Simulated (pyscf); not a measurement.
•H₂Si–SiH(Cl)–Cl (SMILES [SiH2][SiH](Cl)Cl) → Cl–SiH•–SiH₂–Cl (SMILES Cl[SiH][SiH2]Cl), a group migration (doublet surface; Cl–Si broken, Cl–Si formed). PySCF, gas phase, ωB97X-D3(BJ)/def2-SVP geometries. Energies in eV from the reactant's lowest minimum found.

AM1 to PM7: differences of heats of formation from MOPAC, which are fitted to 298 K values and so differ in kind from electronic energies by zero-point and thermal terms. Open shells are spin-unrestricted. 

**Question.** Quick PM7 single points give ΔE‡ = 1.71 eV and ΔE = +0.13 eV. What does ωB97M-D3(BJ)/def2-TZVP give, and how far is the quick result from it?

**Answer.** ωB97M-D3(BJ)/def2-TZVP gives ΔE‡ = 1.43 eV and ΔE = +0.07 eV. PM7 lies 0.28 eV over it in the barrier and 0.06 eV over it in the reaction energy, so on this step it does not hold to within 0.13 eV. ωB97M-D3(BJ)/def2-TZVP has limits of its own. One saddle was located; it need not be the lowest between these sides.
